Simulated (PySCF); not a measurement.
Computed IR spectrum (relative IR intensity) of a molecule CH6OSi2. Coordinates come from a PBE-D3(BJ)/def2-SVP optimisation. One conformer was computed; it need not be the lowest. All values below come from PBE-D3(BJ)/def2-SVP (PySCF). Frequencies are harmonic and unscaled.

Lines under 2 % of the strongest are left out, and lines within 2 cm⁻¹ are merged.

ν (cm⁻¹): 71 (vw), 317 (w), 402 (w), 618 (w), 644 (w), 680 (s), 737 (w), 801 (w), 812 (vs), 900 (s), 941 (vs), 997 (s), 1207 (vw), 2140 (vs), 2145 (s), 2147 (m), 2164 (vs), 2953 (m), 3005 (w) (against the strongest line: vs over 80 %, s over 45 %, m over 15 %, w over 4 %, vw less)

Identify the compound among the candidates.
A. O=C([SiH3])[SiH3]
B. C1O[SiH2][SiH2]1
C. C1[SiH2]O[SiH2]1
D. O=C[SiH2][SiH3]

B, C1O[SiH2][SiH2]1
